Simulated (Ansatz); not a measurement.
Computed with Ansatz on PBE0-D4/def2-TZVP structures; ΔE is electronic, products minus reactants. CCSD(T)/CBS is the MP2 limit (def2-TZVPP, def2-QZVPP) plus CCSD(T) − MP2 in def2-TZVPP, frozen cores. DFT in def2-TZVPP. HSE06 is defined as in plane-wave codes. Each species was taken in one conformer, which may not be the lowest.

Reaction (isomerisation): `C[Si](F)([SiH3])Cl` → `F[SiH2]C[SiH2]Cl`

Problem. Is it downhill or uphill in electronic energy at CCSD(T)/CBS, and by how much? (Estimate.)

Solution. Computed: Nearly level: ΔE = +2.4 kJ/mol.

Problem. What do these levels give: r2SCAN-D4, HSE06-D4, PBE-QIDH, PBE0, r2SCANh, BHLYP, CAM-B3LYP, LC-ωPBE, CCSD/def2-SVP, CCSD/def2-TZVPP, HF/CBS(def2), CCSD/CBS(def2)? (An estimate is asked.)

Solution. Ansatz gave: r2SCAN-D4 11.4, HSE06-D4 14.4, PBE-QIDH 3.7, PBE0 13.0, r2SCANh 9.5, BHLYP 1.0, CAM-B3LYP 4.2, LC-ωPBE 7.1, CCSD/def2-SVP 4.0, CCSD/def2-TZVPP 0.6, HF/CBS(def2) -8.1, CCSD/CBS(def2) 0.7 kJ/mol.

Largest T1 diagnostic among the species: 0.011.

Leaving LDA and LC-ωPBE aside and taking each functional with its dispersion term where it has one, the values, not all of them listed here, spread over 19.2 kJ/mol, from ωB97M-V to PBE-D4. From BLYP to BHLYP (50 % exact exchange), in def2-TZVPP and without D4, ΔE moves by −11.2 kJ/mol.
